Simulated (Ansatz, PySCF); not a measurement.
This PySCF input computes a CCSD(T)/cc-pVDZ energy:

```python
from pyscf import gto, scf, mp, cc as ccmod

mol = gto.M(
    atom='''
    C    -0.57153523    0.14375636    0.12078110
    N     0.73489764   -0.28738991   -0.23340796
    H    -0.87698954    0.12027364    1.22000294
    H    -1.32437512   -0.51032725   -0.36254457
    H    -0.90475479    1.19114357   -0.18595523
    H     1.39104735    0.34810127    0.23766597
    ''',
    basis='cc-pvdz',
    charge=-1,
    spin=0,
    verbose=4,
)

mf = scf.RHF(mol)
mf.conv_tol = 1e-10
mf.max_cycle = 100
mf.kernel()
mp2 = mp.MP2(mf, frozen=2).run()
cc = ccmod.CCSD(mf, frozen=2)
cc.max_cycle = 100
cc.kernel()
et = cc.ccsd_t()
print(f'E(CCSD(T)) = {cc.e_tot + et:.9f}')
```

Question: Write an input for the same energy in Ansatz (a quantum-chemistry and plane-wave program) and say what it gives.

Answer: 
Ansatz 0.2 input:
```yaml
crystal:
  periodic: [false, false, false]
  atoms:
    - {symbol: C, position_ang: [-0.57153523, 0.14375636, 0.12078110]}
    - {symbol: N, position_ang: [0.73489764, -0.28738991, -0.23340796]}
    - {symbol: H, position_ang: [-0.87698954, 0.12027364, 1.22000294]}
    - {symbol: H, position_ang: [-1.32437512, -0.51032725, -0.36254457]}
    - {symbol: H, position_ang: [-0.90475479, 1.19114357, -0.18595523]}
    - {symbol: H, position_ang: [1.39104735, 0.34810127, 0.23766597]}
basis:
  gaussian:
    orbitals: cc-pVDZ
total_charge: -1
magnetization: {spin_polarized: false}
correlation: {method: ccsd_t, electrons: outside_noble_gas}
```
It gives -94.89232 Eh, and PySCF -94.89232 Eh, a difference of 0.00 mEh.
